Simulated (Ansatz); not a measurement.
Start from `O=COC[SiH3]` and change one atom or group to get `O=CO[SiH2]F`.

Ansatz, PBE0-D4/def2-TZVP geometries, multiplicity 1. Each molecule was computed in one conformer, which needn't be the lowest.

| property | `O=COC[SiH3]` |
| --- | --- |
| HOMO energy (PBE0/def2-TZVPP) / eV | -8.41 |
| HOMO–LUMO gap (PBE/def2-TZVPP) / eV | 5.57 |
| size of the dipole moment (ωB97M-V/def2-TZVPP) / D | 1.79 |
| HOMO energy (ωB97M-V/def2-TZVPP) / eV | -10.71 |
| size of the dipole moment (PBE/def2-TZVPP) / D | 1.77 |
| HOMO energy (PBE/def2-TZVPP) / eV | -6.74 |

(1) Give the same properties after the change, and the shifts. (Best estimate.)

Results:

(1) Computed: 
| property | `O=CO[SiH2]F` | shift |
| --- | --- | --- |
| HOMO energy (PBE0/def2-TZVPP) / eV | -8.79 | -0.38 |
| HOMO–LUMO gap (PBE/def2-TZVPP) / eV | 5.26 | -0.31 |
| size of the dipole moment (ωB97M-V/def2-TZVPP) / D | 2.27 | 0.48 |
| HOMO energy (ωB97M-V/def2-TZVPP) / eV | -11.24 | -0.53 |
| size of the dipole moment (PBE/def2-TZVPP) / D | 2.14 | 0.37 |
| HOMO energy (PBE/def2-TZVPP) / eV | -7.11 | -0.37 |

With PBE0 the HOMO falls by 0.38 eV and the LUMO falls by 0.69 eV, so the gap narrows by about 0.31 eV. PBE moves the HOMO by -0.37 eV and ωB97M-V by -0.53 eV. Dipoles are sizes alone; their direction can turn.
